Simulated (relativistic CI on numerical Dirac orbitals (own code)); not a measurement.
**Spin-allowed bands of a d7 ion in an octahedral site, by hand**

Problem. Take Δ = 9500 cm⁻¹ and B = 500 cm⁻¹ for a high-spin d7 ion in an octahedral site. Calculate the three spin-allowed bands.

Working.
1. The terms of highest spin are 4F (energy 0) and 4P (15B = 7500 cm⁻¹). Here the F term splits into A2 at +1.2Δ = 11400, T2 at +0.2Δ = 1900 and T1 at −0.6Δ = -5700 cm⁻¹.
2. The two T1 states mix through the element 0.4Δ: H = [[-5700, 3800], [3800, 7500]], with roots ½(H₁₁ + H₂₂) ∓ ½√[(H₂₂ − H₁₁)² + 4H₁₂²] = ½(1800) ∓ ½(15232) = -6716 and 8516 cm⁻¹.
3. The ground term is 4T1 at -6716 cm⁻¹.
4. Bands: 4T2 8616 cm⁻¹ (1161 nm), 4T1(P) 15232 cm⁻¹ (657 nm), 4A2 18116 cm⁻¹ (552 nm).

Check. Exact diagonalisation of the whole d7 shell with these parameters gives 4T2 8616, 4T1 15232, 4A2 18116 cm⁻¹. The match is exact, since without spin-orbit coupling no other term has this spin. The ratio of the second band to the first, 1.768, depends on Δ/B = 19.0 alone, which is how a Tanabe-Sugano diagram is read.
